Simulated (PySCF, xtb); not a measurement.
C4H6O2Si, SMILES c1(occc1O)[SiH3]. One conformer was computed; it need not be the lowest.

Harmonic wavenumbers (cm⁻¹) from xtb 6.7.1 with GFN2-xTB at its own minimum, in rising order: 4, 135, 146, 314, 334, 362, 489, 541, 555, 596, 630, 683, 765, 769, 776, 795, 809, 869, 1041, 1066, 1126, 1183, 1200, 1259, 1423, 1482, 1601, 2252, 2260, 2278, 3158, 3171, 3541.

Task: What does r2SCAN-D4/def2-SVP run with PySCF 2.14.0 give at its own minimum? (The exact figures need the calculation; the answer reports its results.)

Result: 56, 142, 157, 259, 326, 378, 493, 594, 642, 656, 700, 709, 743, 830, 893, 915, 929, 957, 1052, 1071, 1144, 1210, 1249, 1316, 1478, 1523, 1660, 2211, 2216, 2250, 3243, 3275, 3850. Paired by order, the mean absolute difference is 58 cm⁻¹ and the zero-point energies are 53.8 and 55.9 kcal/mol.
